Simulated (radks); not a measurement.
C+, 5 electrons, occupied as [He] 2s1.75 2p1 3s0.25 (fractional occupations, a model configuration). All-electron calculation, scalar-relativistic Kohn-Sham, SOGGA, spin-polarised, spherical densities, finite nucleus; open shells are filled with parallel spins first; Fermi nuclear charge, rms radius 2.4702 fm. Program: a radial shooting solver on a logarithmic mesh with Libxc functionals.

Unscreened Slater integrals over Kohn-Sham orbitals (eV). They are taken over the spin-up orbitals. Empty in this configuration: 3p.

F0(3s,3s): 5.2913
F0(3s,2p): 6.9275
G1(3s,2p): 0.56679
F0(3s,2s): 6.9286
G0(3s,2s): 0.43054
F0(3s,1s): 7.6612
G0(3s,1s): 0.20997
F0(3s,3p): 4.8987
G1(3s,3p): 3.2211
F0(2p,2p): 17.243
F2(2p,2p): 7.9891
F0(2p,2s): 17.167
G1(2p,2s): 10.608
F0(2p,1s): 24.264
G1(2p,1s): 2.6008
F0(2p,3p): 6.1716
F2(2p,3p): 1.1471
G0(2p,3p): 0.46636
G2(2p,3p): 0.46795
F0(2s,2s): 17.208
F0(2s,1s): 24.209
G0(2s,1s): 1.8486
F0(2s,3p): 6.1591
G1(2s,3p): 0.41468
F0(1s,1s): 94.651
F0(1s,3p): 6.8339
G1(1s,3p): 0.28505
F0(3p,3p): 4.5925
F2(3p,3p): 2.3672

Derived for the open shells (J is the average intra-shell exchange parameter used in DFT+U). 2p: J = F2/5 = 1.598 eV.
